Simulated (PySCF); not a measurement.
Y(OH) (HOY), SMILES [Y][OH]. Heavy atoms are numbered as in [Y:1][OH:2]. Hydrogens are named by the atom that carries them.

Geometry optimised at PBE0-D3(BJ)/def2-TZVPD. The spin state was assumed, not searched. The def2 effective core potentials stand for the cores of Y; spin–orbit coupling is left out.

All values below come from M06-2X/def2-TZVPD in PySCF.

Mulliken values depend strongly on the basis, most of all with diffuse functions as here. ESP charges are fitted to the potential on shells at 1.4 to 2.0 van der Waals radii. Atomic charges (e), one atom of each kind:

| atom | Mulliken | ESP fit |
|---|---|---|
| Y1 | 0.31 | ? |
| O2 (OH) | -0.64 | ? |
| H on O2 | 0.33 | ? |

What belongs in the gaps? (Estimate from the structure and the level; the computed values follow.)


- Y1, ESP fit: 0.13
- O2 (OH), ESP fit: -0.47
- H on O2, ESP fit: 0.34
